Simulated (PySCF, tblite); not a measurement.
Species: C₇H₁₀ClFO.
Numbering: `[CH3:1][C:2]([CH3:3])([CH3:4])/[CH:5]=[C:6](/[Cl:7])[C:8](=[O:9])[F:10]` (hydrogens: H11, H12, H13 on C1; H14, H15, H16 on C3; H17, H18, H19 on C4; H20 on C5)

Structure optimised with GFN2-xTB, isolated species.

Question: List the bond lengths, angles and torsions at this level.

Answer: 
```
                   bond  length (bohr)   order
    C1–C2, C2–C3, C2–C4          2.899  single
                  C2–C5          2.842  single
                  C5=C6          2.536  double
                 C6–Cl7          3.298  single
                  C6–C8          2.767  single
                  C8=O9          2.242  double
                 C8–F10          2.562  single
C1–H11 and 8 like bonds          2.053  single
                 C5–H20          2.048  single
```

Bonds in one row agree within 0.02 bohr and their mean is given. Orders are formal, as drawn. A selection of angles:
```
    angle  degrees
 C1–C2–C3    108.9
 C1–C2–C5    107.9
 C3–C2–C5    110.5
 C2–C5–C6    131.4
C5–C6–Cl7    118.0
 C5–C6–C8    127.9
Cl7–C6–C8    114.1
 C6–C8–O9    129.5
C6–C8–F10    112.2
O9–C8–F10    118.3
```

Dihedral angles: C1–C2–C5–C6 180° (antiperiplanar); C2–C5–C6–Cl7 180° (antiperiplanar); C5–C6–C8–O9 0° (synperiplanar).

The 6 C–C bonds span 1.342 Å (C5=C6, drawn double) to 1.535 Å (C2–C3, drawn single), a spread of 0.193 Å. Of the pairs four or more bonds apart, O9···H18 is among the closest relative to their van der Waals radii: 2.25 Å, 83 % of the sum of Bondi's values.

Point group: Cs (tolerance 0.08 Å). Its GFN2-xTB frequencies are all real (lowest 23 cm⁻¹). The numbers are those of one conformer.

These are computed values.
